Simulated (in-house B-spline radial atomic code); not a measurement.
Results of a calculation; reference values are marked as such.
## What the choice of pseudopotential does to G0W0 on PBE0: Ca

All numbers come from a B-spline radial code for spherical atoms, non-relativistic, configuration [Ar] 4s2, open shells at high spin. Semilocal Troullier-Martins pseudo-atoms, one channel per l, are made with PBE or LDA for several valence sets and radii, with or without a model core, and set against the all-electron atom. One channel fits only the lowest state of its l, so a second state of that l is approximate. All electrons give 4s: PBE0 -4.317 eV, G0W0 -6.208 eV. Potentials are made in the ion's own configuration unless the neutral atom is named, and a smooth local potential serves every l without a channel. Potentials that miss their own reference levels by more than 6 millihartree, or need radii over 3.5 bohr, are left out. Columns give pseudo minus all-electron, in eV; a dash marks a level in the core or of low weight.

```tsv
valence	made with	radii (bohr)	model core (bohr)	4s PBE0	4s G0W0
4s	PBE	s 3.40	none	+0.01	+0.01
4s	LDA	s 3.35	2.38	+0.04	+0.03
4s	LDA	s 3.40	2.38	+0.04	+0.03
4s	PBE	s 3.40	2.38	+0.04	+0.07
3p 4s	PBE	s 2.73 p 0.84 d 1.92	none	-0.06	-0.19
3p 4s	LDA	s 3.40 p 1.36 d 3.12	none	-0.06	-0.20
3p 4s	LDA	s 3.01 p 0.94 d 2.16	0.65	-0.05	-0.18
3p 4s	LDA	s 3.35 p 1.05 d 2.40	0.65	-0.05	-0.18
3p 4s	PBE	s 3.40 p 1.21 d 2.76	0.65	-0.06	-0.19
3s 3p 4s	PBE	s 0.81 p 0.84 d 1.92	none	-0.04	-0.06
3s 3p 4s	PBE	s 1.16 p 1.21 d 2.76	none	-0.03	-0.04
3s 3p 4s	PBE	s 1.31 p 1.36 d 3.12	none	-0.06	-0.07
3s 3p 4s	LDA	s 1.01 p 1.05 d 2.40	0.62	-0.01	-0.01
3s 3p 4s	PBE	s 1.31 p 1.36 d 3.12	0.62	-0.05	-0.06
```

How does the G0W0 shift of 4s, which all sets hold, depend on the valence set?

Mean size: 4s: 0.04 eV; 3s 3p 4s: 0.05 eV; 3p 4s: 0.19 eV. A larger valence set can do worse when it takes only part of a shell, whose exchange with the frozen rest is then left to the functional. The means mix radii and the functional used in making the potentials.
